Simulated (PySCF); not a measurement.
Working out the ionisation energy of Xe

Xe [Xe] (1S) → Xe⁺ [Kr] 4d10 5s2 5p5 (2P). All numbers are calculated (PySCF 2.14, a scalar-relativistic core potential, in aug-cc-pVDZ-PP with ECP28MDF). Frozen: 4s2 4p6 4d10. Energies in hartree (1 hartree = 27.21139 eV):

```csv
part,Xe (lower),Xe⁺ (upper)
UHF,-328.291718,-327.865723
CCSD correlation,-0.115450,-0.093857
(T),-0.001708,-0.001151
```

What does Hartree-Fock give?

(-327.865723) − (-328.291718) = 0.425995 hartree = 11.592 eV.

What do CCSD and CCSD(T) give?

The CCSD correlation energies differ by 0.021593 hartree = 0.588 eV and the triples by 0.000557 hartree = 0.015 eV, so CCSD gives 12.180 eV and CCSD(T) 12.195 eV.

Measured between the centres of the two terms (NIST): 12.565 eV, so CCSD(T) (valence) is off by -0.370 eV.

A double-zeta basis recovers only part of the correlation energy.

What remains against the reference includes basis incompleteness, the frozen core and higher excitations.
